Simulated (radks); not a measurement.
Species: the cadmium ion Cd41+. Configuration: [He] 2s2 2p3. Calculated with a radial shooting solver on a logarithmic mesh with Libxc functionals: non-relativistic Kohn-Sham, LDA (Slater exchange, Perdew-Wang correlation), spin-unpolarised, spherical densities, point nucleus; relativity is left out, which matters for an element this heavy.

Normalised radial functions P(r) = r R(r), r in bohr:

r             1s       2s      2p
0.002481  1.4499   0.4869  0.0170
0.003006  1.7131   0.5748  0.0246
0.003642  2.0133   0.6747  0.0356
0.004413  2.3510   0.7864  0.0513
0.005348  2.7238   0.9086  0.0736
0.006479  3.1262   1.0383  0.1052
0.007851  3.5471   1.1705  0.1495
0.009513  3.9693   1.2969  0.2109
0.01153   4.3679   1.4052  0.2952
0.01397   4.7100   1.4786  0.4091
0.01692   4.9558   1.4953  0.5601
0.0205    5.0620   1.4293  0.7558
0.02484   4.9883   1.2525  1.0021
0.0301    4.7072   0.9391  1.3011
0.03648   4.2150   0.4737  1.6469
0.0442    3.5427  -0.1392  2.0220
0.05355   2.7583  -0.8635  2.3930
0.06489   1.9579  -1.6238  2.7097
0.07862   1.2429  -2.3073  2.9095
0.09526   0.6893  -2.7822  2.9305
0.1154    0.3247  -2.9359  2.7326
0.1399    0.1255  -2.7234  2.3221
0.1695    0.0382  -2.2024  1.7639
0.2053    0.0087  -1.5266  1.1700
0.2488    0.0014  -0.8851  0.6586
0.3015    0.0001  -0.4156  0.3039
0.3653    0.0000  -0.1519  0.1102
0.4426    0.0000  -0.0411  0.0299

1s: eigenvalue -28814 eV, 0 radial nodes, <r> = 0.0317 bohr, 90 % of the charge inside 0.0563 bohr. 2s: eigenvalue -6491.6 eV, 1 radial node at r = 0.0425 bohr, <r> = 0.132 bohr, 90 % of the charge inside 0.201 bohr. 2p: eigenvalue -6330.9 eV, 0 radial nodes, <r> = 0.112 bohr, 90 % of the charge inside 0.179 bohr.
